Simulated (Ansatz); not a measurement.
```xyz
4

Si    1.9700    0.0000    0.0000
Si   -1.9700    0.0000    0.0000
Si    0.0000    1.2000    0.0000
Si    0.0000   -1.2000    0.0000
```

Basis set: cc-pVDZ (spherical functions). Correlated methods keep 20 orbitals frozen. Charge 0, multiplicity 1.

Computed with Ansatz (development build ahead of 0.2.0); the reference of a correlated method needn't be the lowest determinant of its kind. Restricted open shells among the atoms or ions are ROHF, correlated in semicanonical orbitals with singles.

(1) Give the atomization energy at this shape (free ground-state atoms in the same class of orbitals less the molecule, no zero-point energy) of singlet Si₄ by RHF-CCSD(T), RHF-CCSD.

Results:

(1)

```csv
method,atomization energy
RHF-CCSD(T),10.15 eV
RHF-CCSD,9.48 eV
```

Caution: large share of triples, a single reference is doubtful; no unrestricted run beside it, a lower state can exist; the reference determinant was not shown to be the lowest.
